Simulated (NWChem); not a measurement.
# Basis-set convergence for HB

```xyz
2

B      0.0000     0.0000     0.2111
H      0.0000     0.0000    -1.0555
```
Charge 0, spin multiplicity 1.

Program: NWChem. All single points use one geometry, from PBE/def2-SVP, a minimum by its harmonic frequencies.

Quantity: vertical ionisation energy at the level ΔPBE (Δ: difference of total energies, the cation a doublet at the parent's geometry with its hole in an orbital of symmetry a1 (C2v labels); it is the state that the SCF runs reached, from PBE0 orbitals for Hartree-Fock references, and need not be the lowest).

The Pople sets run with spherical d functions. The structure started from a generated list of species. No SCF solution was tested for a lower state.

### Question
In def2-QZVP the value is 9.60 eV. Among 3-21G, cc-pVDZ, pcseg-1, 6-31+G*, 6-311G**, aug-cc-pVDZ, pcseg-2, def2-TZVPP, aug-cc-pVTZ, which is the smallest basis within 0.1 eV of it?

### Answer
3-21G, with 11 functions against 87 (also within reach: cc-pVDZ, pcseg-1, 6-31+G*, 6-311G**, aug-cc-pVDZ, pcseg-2, def2-TZVPP, aug-cc-pVTZ). def2-QZVP isn't the basis-set limit itself, and a small set can land close by cancellation.

| basis | functions | vertical ionisation energy (eV) |
|---|---|---|
| 3-21G | 11 | 9.58 |
| cc-pVDZ | 19 | 9.58 |
| pcseg-1 | 19 | 9.58 |
| 6-31+G* | 20 | 9.58 |
| 6-311G** | 24 | 9.57 |
| aug-cc-pVDZ | 32 | 9.61 |
| pcseg-2 | 44 | 9.60 |
| def2-TZVPP | 45 | 9.59 |
| aug-cc-pVTZ | 69 | 9.60 |
| def2-QZVP | 87 | 9.60 |
